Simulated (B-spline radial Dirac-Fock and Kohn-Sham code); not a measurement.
# Photoionisation of nickel ions at Al Kα (taken as 1486.9 eV)

The computed values come from a radial atomic solver: the independent-particle Dirac-Slater model, thresholds from Dirac-Fock. Cross sections in kb; a dash marks an empty subshell or a threshold above the photon energy.

```csv
ion,configuration,total,2p3/2,3p1/2,3p3/2,3d3/2,4s
Ni,[Ar] 3d8 4s2,426.7,200,10.4,20.1,2.20,0.850
Ni²⁺,[Ar] 3d8,426.9,201,10.4,20.1,2.28,–
Ni⁴⁺,[Ar] 3d6,428.6,201,11.0,21.2,2.02,–
```
